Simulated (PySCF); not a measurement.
Constitutional and geometric isomers with formula C2H5B. Isolated molecules, 0 K electronic values unless said otherwise. One relaxed conformer stands for each flexible species; it need not be the lowest. Strings in code marks are SMILES.

The four lowest singlet excitations (Tamm–Dancoff). Method: PBE-D3(BJ)/def2-TZVP // B3LYP-D3(BJ)/def2-TZVP (PySCF). Excitations are Tamm–Dancoff values on a coarser integration grid. The basis has no diffuse functions, so Rydberg states are missing or too high.

```json
[
 {"state": "S1", "energy (eV)": "4.01", "wavelength (nm)": "309", "oscillator strength": "0.000"},
 {"state": "S2", "energy (eV)": "4.55", "wavelength (nm)": "272", "oscillator strength": "0.000"},
 {"state": "S3", "energy (eV)": "6.79", "wavelength (nm)": "183", "oscillator strength": "0.007"},
 {"state": "S4", "energy (eV)": "6.84", "wavelength (nm)": "181", "oscillator strength": "0.032"}
]
```

Question: Which member gives these states?
A. `B1CC1`
B. `[H]/B=C/C`
C. `BC=C`

Answer: A, `B1CC1`
